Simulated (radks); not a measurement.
Excited configurations of neutral titanium: one electron is placed in a higher orbital outside [Ar] 3d2 4s1. The ground configuration is [Ar] 3d2 4s2. Method: scalar-relativistic Kohn-Sham, PBE, spin-polarised, spherical densities, finite nucleus; open shells are filled with parallel spins first; Fermi nuclear charge, rms radius 3.5921 fm; computed with a radial shooting solver on a logarithmic mesh with Libxc functionals. Excitation = E - E(ground); binding = E(ion) - E, where the ion is the core of charge +1; n* = 1/sqrt(2 binding) in atomic units, and the quantum defect is n - n*.

outer orbital,excitation (eV),binding (eV),quantum defect,<r> (bohr)
4p,2.031,4.674,2.294,4.419
4f,5.731,0.974,0.262,16.43
5s,4.182,2.523,2.678,8.799
6s,5.331,1.374,2.853,16.63
6d,5.962,0.742,1.719,28.70
7p,5.975,0.730,2.683,31.18

The Delta-SCF ionisation energy is 6.705 eV (NIST Atomic Spectra Database: 6.828 eV, measured). Self-interaction in the functional shifts the binding energies and quantum defects, so they are the method's values and not measured ones. Open shells are spherical and high-spin; term and fine-structure splittings are not resolved.
